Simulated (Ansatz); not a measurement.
Basis sets compared for the cluster Ti2O4⁺. Total charge 1; doublet. Geometry r2SCAN-D4/def2-SVP. Ansatz on 4 threads of Arm Neoverse V2 on a shared host; times are rough, and most runs start from earlier orbitals.

```xyz
6

Ti    0.659   -1.069    0.230
Ti   -1.015    0.652    0.416
O     1.050    0.167   -1.082
O     0.341    0.168    1.510
O     0.085    1.160   -0.975
O    -1.119   -1.078   -0.100
```

The structure holds 1 bond(s) between oxygen atoms. No other spin state of charge 1 was run. Another isomer (doublet) lies 1.28 eV lower at PBE0-D4/def2-TZVP; other spin states weren't run for this one.

| level | functions | energy (Eh) | HOMO (eV) | LUMO (eV) | wall time |
| --- | --- | --- | --- | --- | --- |
| PBE-D4/def2-SVP | 118 | -1998.5685 | -9.96 | -9.16 | 3.5 s |
| PBE0-D4/def2-SVP | 118 | -1998.5204 | -11.52 | -8.44 | 4.5 s |

(1) Estimate the rows for PBE-D4/def2-TZVP (with forces), PBE0-D4/def2-TZVP.

Answers

(1) 
| level | functions | energy (Eh) | HOMO (eV) | LUMO (eV) | wall time |
| --- | --- | --- | --- | --- | --- |
| PBE-D4/def2-TZVP (with forces) | 214 | -1999.1473 | -9.88 | -9.09 | 6.5 s |
| PBE0-D4/def2-TZVP | 214 | -1999.1037 | -11.30 | -8.27 | 13 s |
